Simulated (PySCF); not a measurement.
Molecular orbitals of InP

PBE0 at R = 2.657 Å; In cc-pVTZ-PP with ECP28, P cc-pV(T+d)Z; scalar-relativistic core potentials (PySCF 2.14). State: ³Σ⁻ (triplet), unpaired electrons π ↑↑. Only the outer orbitals are listed, counted within each symmetry, core potentials removing the inner ones.

```json
{"spin": "α", "orbital": "7σ", "occ.": "1", "ε (eV)": "-15.78", "on In (%)": "8", "main shells (%)": "92 P s"}
{"spin": "α", "orbital": "8σ", "occ.": "1", "ε (eV)": "-9.54", "on In (%)": "76", "main shells (%)": "76 In s, 18 P p"}
{"spin": "α", "orbital": "4π", "occ.": "1", "ε (eV)": "-6.80", "on In (%)": "7", "main shells (%)": "92 P p"}
{"spin": "α", "orbital": "4π", "occ.": "1", "ε (eV)": "-6.80", "on In (%)": "7", "main shells (%)": "92 P p"}
{"spin": "α", "orbital": "9σ", "occ.": "1", "ε (eV)": "-5.67", "on In (%)": "43", "main shells (%)": "57 P p, 24 In p, 18 In s"}
{"spin": "α", "orbital": "5π", "occ.": "0", "ε (eV)": "-1.72", "on In (%)": "94", "main shells (%)": "94 In p"}
{"spin": "α", "orbital": "5π", "occ.": "0", "ε (eV)": "-1.72", "on In (%)": "94", "main shells (%)": "94 In p"}
{"spin": "α", "orbital": "10σ", "occ.": "0", "ε (eV)": "0.23", "on In (%)": "95", "main shells (%)": "93 In p, 13 P p"}
{"spin": "β", "orbital": "7σ", "occ.": "1", "ε (eV)": "-13.61", "on In (%)": "14", "main shells (%)": "85 P s, 9 In s"}
{"spin": "β", "orbital": "8σ", "occ.": "1", "ε (eV)": "-9.21", "on In (%)": "76", "main shells (%)": "75 In s, 14 P p, 10 P s"}
{"spin": "β", "orbital": "9σ", "occ.": "1", "ε (eV)": "-5.26", "on In (%)": "43", "main shells (%)": "57 P p, 29 In p, 13 In s"}
{"spin": "β", "orbital": "4π", "occ.": "0", "ε (eV)": "-2.97", "on In (%)": "40", "main shells (%)": "59 P p, 39 In p"}
{"spin": "β", "orbital": "4π", "occ.": "0", "ε (eV)": "-2.97", "on In (%)": "40", "main shells (%)": "59 P p, 39 In p"}
{"spin": "β", "orbital": "5π", "occ.": "0", "ε (eV)": "-1.10", "on In (%)": "63", "main shells (%)": "61 In p, 36 P p"}
```

Which are the highest filled and the lowest empty level, where do they sit, and how wide is the gap?

Highest filled β 9σ at -5.26 eV (in %: 57 P p, 29 In p, 13 In s); lowest empty β 4π at -2.97 eV (in %: 59 P p, 39 In p); the gap at PBE0 is 2.29 eV.

* bond order (Mayer): 1.06
* ⟨S²⟩: 2.009
* charge on In (Mulliken, basis-dependent): 0.29
* charge on In (Löwdin, basis-dependent): 0.06
* dipole moment (positive dipole means In(−)P(+)): -2.06 D
* polarisability along the bond: 114.8 bohr³
* polarisability across the bond: 63.2 bohr³

Spin–orbit coupling is left out. The state is the lowest determinant that a PBE0 search found; another state may lie lower at other levels.
